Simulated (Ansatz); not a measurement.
Ansatz (a first-principles code) input (CCSD(T)/cc-pV(D+d)Z):
A basis named .json is the Basis Set Exchange file of that set.

Ansatz 0.2 input:
```yaml
crystal:
  periodic: [false, false, false]
  atoms:
    - {symbol: Si, position_ang: [0.03624753, -0.00224795, -0.00038559]}
    - {symbol: C, position_ang: [1.74691431, 0.27111426, -0.65674999]}
    - {symbol: C, position_ang: [-0.91000799, -1.06499771, -1.21615305]}
    - {symbol: C, position_ang: [-0.77557033, 1.66056093, 0.28278668]}
    - {symbol: N, position_ang: [0.00371440, -0.83577797, 1.52686630]}
    - {symbol: H, position_ang: [2.25625427, -0.43791702, -1.30280940]}
    - {symbol: H, position_ang: [2.36513628, 1.11538700, -0.36560202]}
    - {symbol: H, position_ang: [-0.94834825, -0.59457679, -2.20099926]}
    - {symbol: H, position_ang: [-1.93361400, -1.22958076, -0.87432955]}
    - {symbol: H, position_ang: [-0.43628995, -2.04263141, -1.33818960]}
    - {symbol: H, position_ang: [-1.79370876, 1.53724888, 0.65705445]}
    - {symbol: H, position_ang: [-0.81771974, 2.23885329, -0.64256682]}
    - {symbol: H, position_ang: [-0.21877667, 2.25256755, 1.01392047]}
    - {symbol: H, position_ang: [0.33367471, -0.35453170, 2.35097382]}
    - {symbol: H, position_ang: [0.29190990, -1.80296703, 1.56058041]}
basis:
  gaussian:
    orbitals: cc-pV_D+d_Z.json
magnetization: {spin_polarized: true, initial_magnetization: 1}
correlation: {method: ccsd_t, electrons: outside_noble_gas}
```

End of the output:

```
second order -18.44505677 eV of doubles, -0.00000000 eV of singles
coupled cluster: 1.90 GiB planned
cycle   1  -19.79447634 eV  change    -1.3e0 eV  update   8.8e-2
cycle   2  -20.30072408 eV  change   -5.1e-1 eV  update   2.7e-2
cycle   3  -20.38120729 eV  change   -8.0e-2 eV  update   1.2e-2
cycle   4  -20.38426513 eV  change   -3.1e-3 eV  update   4.5e-3
cycle   5  -20.38390245 eV  change    3.6e-4 eV  update   2.7e-3
cycle   6  -20.38425585 eV  change   -3.5e-4 eV  update   1.3e-3
cycle   7  -20.38431596 eV  change   -6.0e-5 eV  update   6.1e-4
cycle   8  -20.38438596 eV  change   -7.0e-5 eV  update   2.7e-4
cycle   9  -20.38435041 eV  change    3.6e-5 eV  update   1.2e-4
cycle  10  -20.38433078 eV  change    2.0e-5 eV  update   4.8e-5
cycle  11  -20.38435436 eV  change   -2.4e-5 eV  update   2.3e-5
perturbative correction -0.54452615 eV, -0.0200109670 hartree
Total energy: -12615.42328213 eV, -463.6082545773 hartree
```

It need not be the lowest isomer of its formula.
